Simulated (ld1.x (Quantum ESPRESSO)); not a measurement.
# Logarithmic derivatives: selenium, ultrasoft

* Element: Se (Z = 34)
* Generator: ld1.x (Quantum ESPRESSO) 7.5
* Type: ultrasoft
* Functional: PBEsol
* Relativity: scalar-relativistic
* Frozen core: [Ar] 3d10
* Valence charge: 6
* Reference configuration: 4s2 4p4
* Partial waves: 4s (bound): rcut 1.15, rcutus 1.35 bohr; 4s channel at -0.1 Ry: rcut 1.15, rcutus 1.35 bohr; 4p (bound): rcut 1.80, rcutus 2.25 bohr; 4p channel at 4.55 Ry: rcut 1.80, rcutus 2.25 bohr; 4d channel at 0.35 Ry: rcut 1.50, rcutus 1.90 bohr
* Local potential: all-electron potential smoothed inside 1.85 bohr (lloc = -1)
* Core correction: Bessel-smoothed model core, default radius (core density twice the valence density)
* Augmentation charge: PSQ, inside the norm-conserving radii

The phase is arctan(r·u′/u) with u = r·R(r), unwrapped; energies in Ry, scanned from -3 to 5 Ry. A pole is an energy at which the radial function vanishes at the test radius. The pseudo phase is shifted by a multiple of π to meet the all-electron one at the reference energy, and phase errors are pseudo minus all-electron; the curves can meet again beyond the range given. Levels narrower than the energy grid can be missing from the lists of poles.

For each channel, where are the poles, and over which energies does the pseudopotential scatter like the atom?

| channel | radius (bohr) | reference energy (Ry) | poles, all-electron | poles, pseudo | unbroken range about the reference energy with phases within 0.05 rad | phase error 1 Ry above the reference energy (rad) |
| --- | --- | --- | --- | --- | --- | --- |
| s | 2.44 | -1.27 | -0.46 | -0.46 | the whole range | +0.000 |
| p | 2.44 | -0.48 | 0.84 | 0.83 | the whole range | -0.001 |
| d | 2.44 | 0.35 | 3.08 | 2.91 | below 4.1 | -0.014 |

Note: ghost state, extra bound levels that the all-electron valence spectrum of the same l lacks: s at -143.4 eV. A true bound ghost makes a file unfit for plane-wave use.

Phases in the s channel:

```
E (Ry)  all-electron  pseudo
 -3.00         1.227   1.227
 -2.52         1.129   1.129
 -2.04         0.872   0.872
 -1.56        -0.292  -0.292
 -1.08        -1.302  -1.302
 -0.60        -1.534  -1.534
 -0.12        -1.637  -1.637
  0.36        -1.706  -1.706
  0.84        -1.768  -1.768
  1.32        -1.839  -1.839
  1.80        -1.935  -1.936
  2.28        -2.098  -2.098
  2.76        -2.441  -2.439
  3.24        -3.203  -3.199
  3.72        -3.951  -3.948
  4.20        -4.282  -4.280
  4.68        -4.436  -4.435
```
